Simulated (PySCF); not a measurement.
SiSe: energy against distance

Set-up: PySCF, scalar-relativistic core potentials, basis sets Si cc-pV(T+d)Z, Se cc-pVTZ-PP with ECP10. Energies in eV from Si + Se in their ground configurations at the same level. State: ¹Σ⁺ (singlet), closed shell.

All columns are PBE0. A positive dipole means Si(−)Se(+).

```json
{"R (Å)": "1.776", "E (eV)": "-3.845", "μ (D)": "-0.29", "Mulliken charge on Si (basis-dependent)": "0.01", "HOMO (eV)": "-7.45", "LUMO (eV)": "-1.66", "Mayer bond order": "2.49", "⟨S²⟩": "0.00"}
{"R (Å)": "1.859", "E (eV)": "-4.760", "μ (D)": "-0.58", "Mulliken charge on Si (basis-dependent)": "0.05", "HOMO (eV)": "-7.57", "LUMO (eV)": "-1.89", "Mayer bond order": "2.48", "⟨S²⟩": "0.00"}
{"R (Å)": "1.941", "E (eV)": "-5.263", "μ (D)": "-0.88", "Mulliken charge on Si (basis-dependent)": "0.10", "HOMO (eV)": "-7.67", "LUMO (eV)": "-2.11", "Mayer bond order": "2.46", "⟨S²⟩": "0.00"}
{"R (Å)": "2.003", "E (eV)": "-5.439", "μ (D)": "-1.11", "Mulliken charge on Si (basis-dependent)": "0.13", "HOMO (eV)": "-7.73", "LUMO (eV)": "-2.27", "Mayer bond order": "2.44", "⟨S²⟩": "0.00"}
{"R (Å)": "2.065", "E (eV)": "-5.486", "μ (D)": "-1.35", "Mulliken charge on Si (basis-dependent)": "0.16", "HOMO (eV)": "-7.77", "LUMO (eV)": "-2.43", "Mayer bond order": "2.43", "⟨S²⟩": "0.00"}
{"R (Å)": "2.127", "E (eV)": "-5.431", "μ (D)": "-1.58", "Mulliken charge on Si (basis-dependent)": "0.18", "HOMO (eV)": "-7.64", "LUMO (eV)": "-2.58", "Mayer bond order": "2.41", "⟨S²⟩": "0.00"}
{"R (Å)": "2.210", "E (eV)": "-5.242", "μ (D)": "-1.89", "Mulliken charge on Si (basis-dependent)": "0.21", "HOMO (eV)": "-7.44", "LUMO (eV)": "-2.77", "Mayer bond order": "2.39", "⟨S²⟩": "0.00"}
{"R (Å)": "2.313", "E (eV)": "-4.877", "μ (D)": "-2.27", "Mulliken charge on Si (basis-dependent)": "0.24", "HOMO (eV)": "-7.22", "LUMO (eV)": "-2.99", "Mayer bond order": "2.38", "⟨S²⟩": "0.00"}
{"R (Å)": "2.437", "E (eV)": "-4.325", "μ (D)": "-2.70", "Mulliken charge on Si (basis-dependent)": "0.27", "HOMO (eV)": "-7.00", "LUMO (eV)": "-3.24", "Mayer bond order": "2.36", "⟨S²⟩": "0.00"}
{"R (Å)": "2.602", "E (eV)": "-3.506", "μ (D)": "-3.23", "Mulliken charge on Si (basis-dependent)": "0.29", "HOMO (eV)": "-6.74", "LUMO (eV)": "-3.53", "Mayer bond order": "2.35", "⟨S²⟩": "0.00"}
```

A fit through these points gives, at Re = 2.060 Å, μ = -1.33 D and dμ/dR = -3.79 D/Å; the reduced mass is 20.72 u.

Question: How strong is the fundamental in the double-harmonic approximation, I = 42.26·(dμ/dR)²/μred km/mol?

Answer: I = 42.26·(-3.79)²/20.72 = 29.3 km/mol at PBE0.
